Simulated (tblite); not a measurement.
Species: C2H7F3NSi2 (doublet state).
Atom-mapped SMILES: `[F:1][C:2]([F:3])([F:4])[CH:5][NH:6][SiH2:7][SiH3:8]` (hydrogens: H9 on C5; H10 on N6; H11, H12 on Si7; H13, H14, H15 on Si8)

Computed geometry: GFN2-xTB, gas phase. This method treats the open shell by occupation alone, without spin polarisation.

(1) Give the optimised bond lengths and angles.

Answers

(1) 
```tsv
bond	length (bohr)	order
F1–C2	2.531	single
C2–F3	2.563	single
C2–F4	2.598	single
C2–C5	2.759	single
C5–N6	2.577	single
N6–Si7	3.306	single
Si7–Si8	4.387	single
C5–H9	2.023	single
N6–H10	1.907	single
Si7–H11, Si7–H12	2.772	single
Si8–H13, Si8–H14, Si8–H15	2.771	single
```

Bonds in one row agree within 0.02 bohr and their mean is given. Orders are formal, as drawn. A selection of angles:
```tsv
angle	degrees
F1–C2–F3	107.2
F1–C2–F4	105.1
F1–C2–C5	112.6
F3–C2–F4	103.5
F4–C2–C5	114.8
C2–C5–N6	120.2
C2–C5–H9	119.4
N6–C5–H9	119.6
C5–N6–Si7	125.4
C5–N6–H10	113.3
Si7–N6–H10	120.4
N6–Si7–Si8	109.9
N6–Si7–H11	100.1
N6–Si7–H12	104.9
Si8–Si7–H11	117.8
Si8–Si7–H12	114.3
H11–Si7–H12	108.2
Si7–Si8–H13	111.2
H13–Si8–H14	106.6
```

Dihedral angles: F1–C2–C5–N6 -165° (antiperiplanar); C2–C5–N6–Si7 175° (antiperiplanar); C5–N6–Si7–Si8 -57° (synclinal). The mirror-image conformer, all signs reversed, is as good.

C5 (carbon bonded to C, N and H) is almost planar (angles 120.2°, 119.6° and 119.4°, sum 359.3°, 0.06 Å off the plane of its three neighbours). Si7 (silicon bonded to N, Si and 2 H) is distorted tetrahedral (angles from 100.1° to 117.8°). Si8 (silicon bonded to Si and 3 H) is tetrahedral (angles from 106.6° to 112.3°). Of the pairs four or more bonds apart, F3···H10 is among the closest relative to their van der Waals radii: 2.46 Å, 92 % of the sum of Bondi's values. N6 (nitrogen bonded to C, Si and H) is almost planar (angles 125.4°, 120.4° and 113.3°, sum 359.1°, 0.07 Å off the plane of its three neighbours). The 3 C–F bonds span 1.339 Å (F1–C2, drawn single) to 1.375 Å (C2–F4, drawn single), a spread of 0.036 Å.

Point group: C1 (no symmetry element, even within 0.4 Å). Its lowest GFN2-xTB frequency is 12i cm⁻¹, too small to tell a flat minimum from a shallow saddle.
